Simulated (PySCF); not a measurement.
# Static response to an electric field

C2H9FN2Si2.
Structure used (GFN2-xTB), in Å, numbered top down from 1:
```xyz
16
C2H9FN2Si2 angstrom
C      2.4166    1.3726    0.8960
N      1.4051    0.7297    0.4992
N      1.5426   -0.4687   -0.0783
Si     0.1852   -1.2727   -0.8045
F      0.6967   -2.8104   -0.7487
Si    -1.6828   -0.9099    0.4899
C     -2.0893    0.9429    0.5337
H      2.2517    2.3237    1.3687
H      3.4441    1.0166    0.7887
H      2.4997   -0.8116   -0.1871
H      0.1988   -1.0474   -2.2535
H     -2.8370   -1.6421   -0.0646
H     -1.5306   -1.3942    1.8727
H     -2.3420    1.3180   -0.4544
H     -2.9306    1.1508    1.1882
H     -1.2360    1.5116    0.8920
```

Level: PBE0/def2-SVPD (PySCF), static field, nuclei fixed, core orbitals frozen in the response. The polarisability tensor in these axes (au):

```
x   107.67   9.33   0.90
y     9.33 100.16  12.89
z     0.90  12.89  84.85
```

Problem. What are the eigenvalues, a third of the trace, and Δα (Δα² = ½Σ(αi − αj)² over the three pairs)?

Solution. Principal values 76.99, 99.36 and 116.33 au; mean 97.56 au = 14.46 Å³ = 16.09 × 10⁻⁴⁰ C²·m²/J; Δα = 34.18 au (35 % of the mean).

Problem. What is the dipole moment, and where does it point?

Solution. (0.71, 1.64, 0.07) D, 1.79 D in size, pointing from the negative to the positive side. Measured along this direction, the outermost atoms are H12 at the negative end and H8 at the positive end.

Problem. Molar refractivity from α?

Solution. Lorentz–Lorenz: R = (4π/3)N_A α = 2.5225 cm³/(mol·Å³) × 14.46 Å³ = 36.5 cm³/mol, in the limit of long wavelengths.

Problem. Refractivity n − 1 of an ideal gas of it at 298.15 K and 1 atm, from the electronic α?

Solution. N = p/kT = 2.4615 × 10¹⁹ cm⁻³, so n − 1 = 2π × N × 14.46 × 10⁻²⁴ cm³ = 2236 × 10⁻⁶ at long wavelengths.

Problem. Find the Langevin capture rate constant for O2+ (31.990 u) meeting this molecule (136.029 u), k = 2.342 × 10⁻⁹ cm³/s × √(α in Å³ / reduced mass in u).

Solution. The reduced mass is 25.90 u, so k = 1.75 × 10⁻⁹ cm³/s. The formula leaves out the permanent dipole, which adds to the capture rate.

Problem. Give the principal axes and the span of the nuclei along them.

Solution. Largest value along (0.72, 0.64, 0.28), where the nuclei span 6.58 Å; middle along (0.68, -0.57, -0.46), 5.61 Å; least along (0.13, -0.52, 0.84), 3.49 Å. The response follows the extents in order.

Problem. Rayleigh depolarisation ratio (linearly polarised light, static tensor)?

Solution. ρ = 3Δα²/(45ᾱ² + 4Δα²) = 3504.5/(428303 + 4672.7) = 0.00809.

Isolated species at its GFN2-xTB geometry (one conformer only).
